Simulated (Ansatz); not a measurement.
Computed with Ansatz on PBE0-D4/def2-TZVP structures; ΔE is electronic, products minus reactants. CCSD(T)/CBS is the MP2 limit (def2-TZVPP, def2-QZVPP) plus CCSD(T) − MP2 in def2-TZVPP, frozen cores. This one scheme is used for every species. DFT in def2-TZVPP. B3LYP here is the variant with VWN-RPA as its local correlation; programs differ in this. HSE06 is defined as in plane-wave codes. Elements past krypton have def2 core potentials. For Sn outer-core shells are correlated without core-valence functions, which leaves a few kJ/mol of doubt a bond. Each species was taken in one conformer, which may not be the lowest.

`N[SiH2][SnH3]` + H₂S → `S[SiH2][SnH3]` + NH₃  (ligand exchange at the Si–N bond)

`N[SiH2][SnH3]`:

Z-matrix (Å, degrees):
```
Si
Sn 1 2.563
N 1 1.724 2 108.1
H 1 1.496 2 108.4 3 -126.1
H 1 1.487 2 110.6 3 117.4
H 2 1.709 1 111.7 3 167.6
H 2 1.712 1 110.3 3 48.2
H 2 1.708 1 111.9 3 -71.3
H 3 1.008 1 119.5 2 167.3
H 3 1.007 1 119.8 2 -50.1
```

H₂S:

Z-matrix (Å, degrees):
```
S
H 1 1.341
H 1 1.341 2 92.3
```

`S[SiH2][SnH3]`:

Z-matrix (Å, degrees):
```
Si
Sn 1 2.564
S 1 2.145 2 111.0
H 1 1.485 2 111.1 3 115.3
H 1 1.488 2 110.6 3 -124.2
H 2 1.709 1 109.1 3 53.2
H 2 1.709 1 111.9 3 172.9
H 2 1.706 1 110.4 3 -65.8
H 3 1.344 1 95.0 2 -54.3
```

NH₃:

```xyz
4

N     0.193   -0.111   -0.173
H    -0.622    0.213   -0.679
H    -0.131   -0.783    0.512
H     0.560    0.681    0.339
```

```json
{"level": "LDA (SPW92)", "ΔE (kJ/mol)": "-18.4", "difference from CCSD(T)/CBS": "1.0"}
{"level": "PBE-D4", "ΔE (kJ/mol)": "-26.4", "difference from CCSD(T)/CBS": "-7.0"}
{"level": "revPBE-D4", "ΔE (kJ/mol)": "-26.5", "difference from CCSD(T)/CBS": "-7.1"}
{"level": "BLYP-D4", "ΔE (kJ/mol)": "-18.3", "difference from CCSD(T)/CBS": "1.1"}
{"level": "r2SCAN-D4", "ΔE (kJ/mol)": "-21.6", "difference from CCSD(T)/CBS": "-2.2"}
{"level": "B97M-V", "ΔE (kJ/mol)": "-20.7", "difference from CCSD(T)/CBS": "-1.3"}
{"level": "PBE0-D4", "ΔE (kJ/mol)": "-24.3", "difference from CCSD(T)/CBS": "-4.9"}
{"level": "B3LYP-D4", "ΔE (kJ/mol)": "-16.9", "difference from CCSD(T)/CBS": "2.5"}
{"level": "r2SCANh-D4", "ΔE (kJ/mol)": "-21.2", "difference from CCSD(T)/CBS": "-1.8"}
{"level": "r2SCAN0-D4", "ΔE (kJ/mol)": "-20.6", "difference from CCSD(T)/CBS": "-1.2"}
{"level": "HSE06-D4", "ΔE (kJ/mol)": "-24.6", "difference from CCSD(T)/CBS": "-5.2"}
{"level": "BHLYP-D4", "ΔE (kJ/mol)": "-15.0", "difference from CCSD(T)/CBS": "4.4"}
{"level": "CAM-B3LYP-D4", "ΔE (kJ/mol)": "-10.9", "difference from CCSD(T)/CBS": "8.5"}
{"level": "ωB97M-V", "ΔE (kJ/mol)": "-16.2", "difference from CCSD(T)/CBS": "3.2"}
{"level": "B2PLYP", "ΔE (kJ/mol)": "-15.4", "difference from CCSD(T)/CBS": "4.0"}
{"level": "PBE-QIDH", "ΔE (kJ/mol)": "-20.7", "difference from CCSD(T)/CBS": "-1.3"}
{"level": "PBE", "ΔE (kJ/mol)": "-24.9", "difference from CCSD(T)/CBS": "-5.5"}
{"level": "BLYP", "ΔE (kJ/mol)": "-15.7", "difference from CCSD(T)/CBS": "3.7"}
{"level": "r2SCAN", "ΔE (kJ/mol)": "-21.3", "difference from CCSD(T)/CBS": "-1.9"}
{"level": "PBE0", "ΔE (kJ/mol)": "-22.9", "difference from CCSD(T)/CBS": "-3.5"}
{"level": "B3LYP", "ΔE (kJ/mol)": "-14.3", "difference from CCSD(T)/CBS": "5.1"}
{"level": "r2SCANh", "ΔE (kJ/mol)": "-20.9", "difference from CCSD(T)/CBS": "-1.5"}
{"level": "r2SCAN0", "ΔE (kJ/mol)": "-20.2", "difference from CCSD(T)/CBS": "-0.8"}
{"level": "HSE06", "ΔE (kJ/mol)": "-23.1", "difference from CCSD(T)/CBS": "-3.7"}
{"level": "BHLYP", "ΔE (kJ/mol)": "-11.2", "difference from CCSD(T)/CBS": "8.2"}
{"level": "LC-ωPBE", "ΔE (kJ/mol)": "-16.0", "difference from CCSD(T)/CBS": "3.4"}
{"level": "RPA@PBE/def2-TZVPP", "ΔE (kJ/mol)": "-13.9", "difference from CCSD(T)/CBS": "5.5"}
{"level": "HF/def2-SVP", "ΔE (kJ/mol)": "-8.3", "difference from CCSD(T)/CBS": "11.1"}
{"level": "CCSD/def2-SVP", "ΔE (kJ/mol)": "-12.9", "difference from CCSD(T)/CBS": "6.5"}
{"level": "CCSD(T)/def2-SVP", "ΔE (kJ/mol)": "-14.3", "difference from CCSD(T)/CBS": "5.1"}
{"level": "HF/def2-TZVPP", "ΔE (kJ/mol)": "-8.0", "difference from CCSD(T)/CBS": "11.4"}
{"level": "MP2/def2-TZVPP", "ΔE (kJ/mol)": "-18.8", "difference from CCSD(T)/CBS": "0.6"}
{"level": "SCS-MP2/def2-TZVPP", "ΔE (kJ/mol)": "-15.1", "difference from CCSD(T)/CBS": "4.3"}
{"level": "CCSD/def2-TZVPP", "ΔE (kJ/mol)": "-13.9", "difference from CCSD(T)/CBS": "5.5"}
{"level": "HF/def2-QZVPP", "ΔE (kJ/mol)": "-7.1", "difference from CCSD(T)/CBS": "12.3"}
{"level": "MP2/def2-QZVPP", "ΔE (kJ/mol)": "-20.2", "difference from CCSD(T)/CBS": "-0.8"}
{"level": "SCS-MP2/def2-QZVPP", "ΔE (kJ/mol)": "-16.5", "difference from CCSD(T)/CBS": "2.9"}
{"level": "HF/CBS(def2)", "ΔE (kJ/mol)": "-7.0", "difference from CCSD(T)/CBS": "12.4"}
{"level": "MP2/CBS(def2)", "ΔE (kJ/mol)": "-21.8", "difference from CCSD(T)/CBS": "-2.4"}
{"level": "CCSD/CBS(def2)", "ΔE (kJ/mol)": "-16.9", "difference from CCSD(T)/CBS": "2.5"}
{"level": "CCSD(T)/CBS", "ΔE (kJ/mol)": "-19.4", "difference from CCSD(T)/CBS": "0"}
```

Problem. What do rigid-rotor, harmonic-oscillator terms from PBE0-D4/def2-TZVP frequencies (298.15 K, 1 bar) make of the CCSD(T)/CBS value? (Best estimate.)

Solution. The calculation gave: ΔZPE = +7.9 kJ/mol, ΔH = -11.3 kJ/mol, ΔS = -5 J/(mol·K), ΔG = -9.8 kJ/mol.

Largest T1 diagnostic among the species: 0.013.

At CCSD(T), def2-SVP lies +5.1 kJ/mol from the extrapolated value and def2-TZVPP +3.0 kJ/mol. From BLYP to BHLYP (50 % exact exchange), in def2-TZVPP and without D4, ΔE moves by +4.6 kJ/mol.
